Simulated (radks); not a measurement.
Problem. All-electron atom: Pt70+ in [He] 2s2 2p4. Calculated with a radial shooting solver on a logarithmic mesh with Libxc functionals: scalar-relativistic Kohn-Sham, LDA (Slater exchange, Perdew-Wang correlation), spin-polarised, spherical densities, point nucleus; open shells are filled with parallel spins first (spin-orbit coupling, left out, can overturn this in heavy ions). Some entries of the table are withheld. Estimate them.

| orbital | occ. | eigenvalue (hartree) | r(max) (bohr) |
|---|---|---|---|
| 1s up | 1 | -3148.323 | 0.01061 |
| 1s down | 1 | -3146.874 | 0.01061 |
| 2s up | 1 | -749.2276 | 0.06037 |
| 2s down | 1 | -747.1483 | 0.06041 |
| 2p up | 3 | (1) | 0.04956 |
| 2p down | 1 | (2) | 0.04961 |

Solution. 
(1) 2p up eigenvalue (hartree): -685.4894
(2) 2p down eigenvalue (hartree): -683.0726
